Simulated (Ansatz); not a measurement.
```yaml
atoms:
  - { symbol: I, position_ang: [0.0000, 0.0000, -0.5265] }
  - { symbol: Cl, position_ang: [0.0000, 0.0000, 1.6416] }
```

Basis set: def2-TZVP (spherical functions, with the set's core potentials past Kr). Frozen core: 9 orbitals. Charge 0, multiplicity 1.

Computed with Ansatz (development build ahead of 0.2.0); each method stands on the lowest determinant of its kind that the runs found. Restricted open shells among the atoms or ions are ROHF, correlated in semicanonical orbitals with singles.

The atomization energy at this shape (free ground-state atoms in the same class of orbitals less the molecule, no zero-point energy) of singlet ICl:

```
 method  atomization energy
RHF-MP2      47.98 kcal/mol
```

**Question.** What does RHF give?

**Answer.** 20.34 kcal/mol. Caution: the shape is not the minimum.
